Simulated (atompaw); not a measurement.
**How hard is this Au (Z = 79) PAW (atompaw) potential?**

atompaw 4.2.0.5 input, output lines left out:

```
Au 79
GGA-PBE scalarrelativistic loggrid 2001 logderivrange -10 5 376
6 6 5 4 0 0
6 0 1
6 1 0
0 0 0
c
c
c
c
v
v
c
c
c
v
v
c
c
v
c
2
2.50 2.15 2.15 2.45
n
n
y
1.1
n
custom polynom2 7 10 vanderbiltortho sinc
3 -0.5 troulliermartins
1.35
1.85
1.30
1.45
2.50
2.50
```

The pseudo-atom Hamiltonian at the reference potential is diagonalised in spherical Bessel functions j_l(qr) that vanish at 20 bohr, with q² up to the cutoff. All-electron valence levels (Ry): 5s -7.9650, 6s -0.4235, 5p -4.3939, 6p -0.0566, 5d -0.5055.

How do the lowest levels (Ry) of each channel move with the cutoff, and are there ghosts?

| cutoff (Ry) | s #1 | s #2 | p #1 | p #2 | p #3 | d #1 | f #1 | f #2 | Σ f·Δε (mRy) |
| --- | --- | --- | --- | --- | --- | --- | --- | --- | --- |
| 8 | -7.0169 | -0.3602 | -2.3269 | -0.0090 | 0.0765 | -0.4459 | 0.1145 | 0.2429 | 14956.7 |
| 18 | -7.9559 | -0.4233 | -4.2703 | -0.0539 | 0.0585 | -0.5004 | 0.1145 | 0.2429 | 810.2 |
| 35 | -7.9641 | -0.4235 | -4.3879 | -0.0564 | 0.0579 | -0.5044 | 0.1145 | 0.2429 | 48.1 |
| 55 | -7.9645 | -0.4235 | -4.3907 | -0.0564 | 0.0579 | -0.5051 | 0.1145 | 0.2429 | 22.9 |
| 90 | -7.9647 | -0.4235 | -4.3917 | -0.0565 | 0.0579 | -0.5054 | 0.1145 | 0.2429 | 13.7 |
| 140 | -7.9648 | -0.4235 | -4.3921 | -0.0565 | 0.0579 | -0.5054 | 0.1145 | 0.2429 | 10.7 |
| 230 | -7.9649 | -0.4235 | -4.3932 | -0.0565 | 0.0579 | -0.5055 | 0.1145 | 0.2429 | 3.4 |
| 400 | -7.9650 | -0.4235 | -4.3938 | -0.0565 | 0.0579 | -0.5055 | 0.1145 | 0.2429 | 0.0 |

Result: no extra level below or beside the all-electron valence levels (s, p, d, f tested); 10 mRy is reached at 160 Ry and 1 mRy at 300 Ry.
